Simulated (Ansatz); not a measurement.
Start from `F[C@@H]1[C@@H](F)C(F)(F)C(F)(F)[C@H]1F` and change one atom or group to get `F[C@@H]1[C@@H](F)[C@H](F)C(F)(F)[C@@H]1F`.

Ansatz, PBE0-D4/def2-TZVP geometries, multiplicity 1. 

| property | `F[C@@H]1[C@@H](F)C(F)(F)C(F)(F)[C@H]1F` |
| --- | --- |
| HOMO energy (PBE/def2-TZVPP) / eV | -7.95 |
| HOMO–LUMO gap (PBE/def2-TZVPP) / eV | 6.67 |
| size of the dipole moment (PBE/def2-TZVPP) / D | 1.38 |
| size of the dipole moment (ωB97M-V/def2-TZVPP) / D | 1.51 |
| HOMO energy (ωB97M-V/def2-TZVPP) / eV | -12.08 |
| ideal-gas entropy at 298 K and 1 bar (rigid rotor, harmonic PBE0-D4/def2-TZVP) / J/(mol·K) | 420 |

Problem. Give the same properties after the change, and the shifts. (Estimate.)

Solution. Ansatz gave: 
| property | `F[C@@H]1[C@@H](F)[C@H](F)C(F)(F)[C@@H]1F` | shift |
| --- | --- | --- |
| HOMO energy (PBE/def2-TZVPP) / eV | -7.78 | 0.17 |
| HOMO–LUMO gap (PBE/def2-TZVPP) / eV | 6.57 | -0.10 |
| size of the dipole moment (PBE/def2-TZVPP) / D | 2.54 | 1.16 |
| size of the dipole moment (ωB97M-V/def2-TZVPP) / D | 2.76 | 1.25 |
| HOMO energy (ωB97M-V/def2-TZVPP) / eV | -11.89 | 0.19 |
| ideal-gas entropy at 298 K and 1 bar (rigid rotor, harmonic PBE0-D4/def2-TZVP) / J/(mol·K) | 408 | -12 |

Dipoles are sizes alone; their direction can turn. Modes under 60 cm⁻¹, often nearly free rotors, make the harmonic entropy too high.

Positive LUMOs are unbound, so they and the gaps depend on the basis.
